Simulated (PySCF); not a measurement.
# Two-dimensional NMR puzzle

Compound of formula C8H9F3. Correlations simulated from computed shifts and the bond graph:

HSQC (one-bond C–H):
| δH | δC |
| --- | --- |
| 6.47 | 131.3 |
| 6.45 | 139.4 |
| 6.25 | 139.3 |
| 5.94 | 131.3 |
| 5.61 | 122.8 |
| 5.49 | 122.8 |
| 2.00 | 22.4 |

COSY cross peaks (H two or three bonds apart, from the bond graph; peaks can be absent where the dihedral angle is near 90°):
| δH | δH |
| --- | --- |
| 6.47 | 5.94 |
| 6.45 | 6.25 |
| 6.25 | 2.00 |
| 5.61 | 5.49 |

HMBC (two and three bonds, from the bond graph):
| δH | δC |
| --- | --- |
| 6.47 | 147.6, 147.2, 132.9 |
| 6.45 | 147.6, 147.2, 139.3, 122.8, 22.4 |
| 6.25 | 147.6, 139.4, 22.4 |
| 5.94 | 147.6, 147.2, 132.9 |
| 5.61 | 147.6, 147.2, 139.4 |
| 5.49 | 147.6, 147.2, 139.4 |
| 2.00 | 139.4, 139.3 |

Carbons without hydrogens: δ 147.6, 147.2, 132.9.

- σ from GIAO-PBE0/pcSseg-1
- GFN2-xTB geometry
- program: PySCF
- relativity neglected, one computed conformer, rapidly exchanging positions averaged, in vacuum

δ = σ(ref) − σ, references computed at the same level: 1H and 13C vs TMS.

Exchangeable hydrogens are left out of these lists.

Question: Which molecule is this?

Answer: SMILES C=C(/C=C/C)C(=C)C(F)(F)F.

Structure with atom numbers: `[CH2:1]=[C:2](/[CH:3]=[CH:4]/[CH3:5])[C:6](=[CH2:7])[C:8]([F:9])([F:10])[F:11]`. Each H is labelled by its parent atom. Ha(C7) is cis to C2; Ha(C1) is cis to C3; Hb(C7) is trans to C2; Hb(C1) is trans to C3.

1. δC 147.6 is C2, a fully substituted alkene carbon.
2. δC 147.2 is C6, a fully substituted alkene carbon.
3. δC 139.4 is C3, an alkene CH (δH 6.45).
4. δC 139.3 is C4, an alkene CH (δH 6.25).
5. δC 132.9 is C8, a CF3 carbon.
6. δC 131.3 is C7, a terminal =CH2 carbon (δH 6.47, 5.94).
7. δC 122.8 is C1, a terminal =CH2 carbon (δH 5.49, 5.61).
8. δC 22.4 is C5, an allylic methyl carbon (δH 2.00).
9. HMBC from δH 6.47 reaches the proton-free carbons C2, C6, C8.
10. HMBC from δH 6.45 reaches the proton-free carbons C2, C6.
11. HMBC from δH 6.25 reaches the proton-free carbon C2.
12. HMBC from δH 5.94 reaches the proton-free carbons C2, C6, C8.
13. COSY links 6.47–5.94, 6.45–6.25, 6.25–2.00, 5.61–5.49.

This is the structure that produced the data.

Shifts are as computed. Against solution values, carbons near 30 ppm lie about +3 ppm off and those near 130 ppm about +5 ppm. Of 1211 compounds with measured shifts, 218 miss one by over three times the rms of a fit or turn the order of signals round; such compounds aren't used in these exercises.
